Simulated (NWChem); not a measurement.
System: pyrimidine (C₄H₄N₂); SMILES c1ncccn1

Computed with NWChem. All runs use the structure optimised with PBE-D3(BJ)/def2-SVP. Level SCAN/def2-SVP: energy and gradient on several grids; changes count from the extra-fine grid, which is no exact limit either.

```
grid     size of the energy change (μHa)  largest change of a gradient component (μHa/bohr)  time, medium = 1 (rough)
-------  -------------------------------  -------------------------------------------------  ------------------------
xcoarse                            10000                                               3000                   about 1
coarse                               400                                               2000                   about 1
medium                              9000                                                800                   about 1
fine                                2000                                                600                   about 1
xfine                               < 10                                               < 30                         3
```
